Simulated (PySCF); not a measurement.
# One molecule, several mistakes: AlC3H8

Calculated results; nothing here was measured. They come from PySCF 2.14.0, an open-source quantum chemistry program, on an isolated molecule that a program drew, which may never have been made. The molecule is AlC3H8 (charge 0, doublet), drawn as the SMILES string `CC[CH2][AlH]`.

Each row is a Hartree-Fock (HF) and frozen-core CCSD(T) single point in the cc-pV(D+d)Z basis, meant for a local HF minimum. Run 1 is clean. Each other run has one planted mistake out of seven kinds, and not every kind appears here: one electron removed, one electron added, multiplicity raised by two, geometry at a saddle point, minimal basis STO-3G, one bond length entered in bohr, all coordinates scaled. The reference is restricted for singlets and unrestricted otherwise, and also for a bond in bohr. Adding or removing an electron swaps singlet and doublet. Electrons count all cores. HOMO and LUMO are orbital energies over both spins, the gradient is its largest component, and the lowest frequency (negative if imaginary) is given only where the gradient is small. Bond lengths are over the 11 bonds as drawn. T1 is the CCSD diagnostic: over 0.02 (restricted) or 0.045 (unrestricted) a single reference is doubtful.

Geometry of the clean run:
```xyz
12
AlC3H8, angstrom
C    -0.9906    0.5231    2.6753
C    -0.7543   -0.7837    1.9202
C     0.3460   -0.6916    0.8536
Al    0.7782   -2.3055   -0.2205
H    -1.7796    0.4135    3.4243
H    -0.0827    0.8486    3.1908
H    -1.2871    1.3236    1.9916
H    -1.6939   -1.0998    1.4541
H    -0.5042   -1.5702    2.6407
H     1.2909   -0.3656    1.3155
H     0.1039    0.1039    0.1317
H     1.9315   -2.1620   -1.3180
```

```
run  electrons  basis functions  <S^2>  HOMO (eV)  LUMO (eV)  gradient (hartree/bohr)  lowest frequency (cm^-1)  mean bond (Å)  longest bond (Å)      T1  HF (hartree)  CCSD(T) (hartree)                     mistake
  1         39              105  0.754      -7.75       0.99                  2.5e-05                       103         1.3020             1.986  0.0103    -360.14650         -360.70552                    no fault
  2         39              105  3.764      -5.49      -1.58                  1.2e-01                         -         1.3020             1.986  0.0340    -360.00342         -360.54929  multiplicity raised by two
  3         39              105  0.753      -7.63       1.06                  2.9e-02                         -         1.2525             1.911  0.0100    -360.13050         -360.68266                           ?
  4         40              105  0.000      -0.02       6.54                  4.7e-02                         -         1.3020             1.986  0.0118    -360.11941         -360.71209                           ?
```

**Which mistake was planted in run 3, and what did it cost?**

The mean and the longest bond both change by the same factor, 0.962, and the gradient is no longer small. So the mistake is: all coordinates scaled. Subtracting run 1 and multiplying by 627.51 kcal/mol a hartree, the energy moved by 10.0 kcal/mol in HF and 14.3 kcal/mol in CCSD(T).

**Which mistake was planted in run 4, and what did it cost?**

It counts 40 electrons, one more than the clean run, at the same geometry and basis. So the mistake is: one electron added. Subtracting run 1 and multiplying by 627.51 kcal/mol a hartree, the energy moved by 17.0 kcal/mol in HF and -4.1 kcal/mol in CCSD(T).

